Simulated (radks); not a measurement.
Question: These are the eigenvalues of the occupied orbitals of an atom or ion with whole-number occupations (eV). Calculated with a radial shooting solver on a logarithmic mesh with Libxc functionals: scalar-relativistic Kohn-Sham, PBE, spin-polarised, spherical densities, finite nucleus; Fermi nuclear charge, rms radius of each element as measured or else 0.836 A^(1/3) + 0.57 fm.

orbital  eigenvalue
1s up     -63242.80
1s down   -63242.79
2s up     -10780.37
2s down   -10780.36
2p up     -9487.718
2p down   -9487.709
3s up     -2456.368
3s down   -2456.364
3p up     -2068.295
3p down   -2068.291
3d up     -1601.957
3d down   -1601.952
4s up     -502.7660
4s down   -502.7603
4p up     -375.4148
4p down   -375.4066
4d up     -209.1732
4d down   -209.1591
5s up      -78.3990
5s down    -78.2955
5p up      -48.8425
5p down    -48.6506
4f up      -26.8933
4f down    -26.8479
6s up      -18.0047

Which element is it, and in what charge state? The configuration may be excited. Open shells, if any, are filled with parallel spins first.

Answer: Z = 71, lutetium, charge +2: Lu2+ in [Xe] 4f14 6s1. The list shows which subshells hold electrons but not how many an open one holds; the 1s level, -2324.1 hartree, gives Z - s = 68.2 by -(Z - s)^2/2, which with screening and relativity narrows Z to a few neighbours, and the depths of the outer levels then fix element, charge and occupations together.
